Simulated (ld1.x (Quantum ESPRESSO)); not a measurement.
**Reading a pseudo-wave (Nb (Z = 41))**

Columns: radius, all-electron u(r) and pseudo u(r) of the 4p shell (level -35.76 eV) of niobium in the configuration [Ar] 3d10 4s2 4p6 4d4 5s0 5p1; Wu–Cohen, scalar-relativistic, PAW scheme, ld1.x (Quantum ESPRESSO) 7.5.

```tsv
r (bohr)	all-electron	pseudo
0.145	0.1101	0.0411
0.290	-0.4897	0.1567
0.435	-0.3437	0.3260
0.580	0.1241	0.5188
0.725	0.5539	0.7027
0.870	0.8339	0.8489
1.015	0.9665	0.9381
1.160	0.9888	0.9636
1.305	0.9409	0.9307
1.450	0.8549	0.8547
1.595	0.7530	0.7549
1.740	0.6489	0.6495
1.885	0.5503	0.5503
2.030	0.4612	0.4612
2.175	0.3829	0.3829
2.320	0.3157	0.3157
2.465	0.2587	0.2587
2.610	0.2111	0.2111
2.755	0.1717	0.1717
2.900	0.1392	0.1392
3.045	0.1125	0.1125
3.190	0.0908	0.0908
3.335	0.0732	0.0732
3.480	0.0589	0.0589
3.625	0.0473	0.0473
3.770	0.0380	0.0380
```

Question: How many radial nodes do the two functions have?

Answer: The all-electron 4p function has n − l − 1 = 2; the pseudo-wave has 0, since the states of the same l below it are removed with the core.

Question: At about which radius was the pseudo-wave matched?

Answer: 1.90 bohr, where the columns begin to agree (steps of 0.14 bohr).

Question: Is the pseudo-wave norm-conserving?

Answer: No, it belongs to a PAW set: the norm inside the radius is not constrained, and the difference is carried by the augmentation charge.
